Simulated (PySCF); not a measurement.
# How methods differ on the ionisation energy of Ni¹⁶⁺

Ni¹⁶⁺ [Ne] 3s2 (1S) → Ni¹⁷⁺ [Ne] 3s1 (2S), as a difference of total energies. All numbers are calculated (PySCF 2.14, scalar relativity by spin-free X2C-1e, in an even-tempered Gaussian basis (18 s from 1.4 bohr⁻², ratio 2.5; 11 p from 1.8 bohr⁻², ratio 2.5; 5 d from 7.1 bohr⁻², ratio 2.7; 4 f from 11 bohr⁻², ratio 2.7)). Correlated levels: outer shells: 1s2 frozen; virtual orbitals above 40 to 60 times the deepest correlated orbital energy dropped. The calculations carry no spin-orbit coupling.

| method | ionisation energy (eV) |
| --- | --- |
| UHF | 566.81 |
| MP2 (outer shells) | 569.22 |
| SCS-MP2 (outer shells) | 569.48 |
| CCSD (outer shells) | 569.78 |
| CCSD(T) (outer shells) | 569.83 |

Question: How much does correlation contribute at CCSD(T) (outer shells)?

Answer: 569.83 − (566.81) = 3.02 eV, measured against UHF.

For comparison: 571.07 ± 0.12 eV (semi-empirical (NIST evaluation); NIST Atomic Spectra Database, ionization energies).
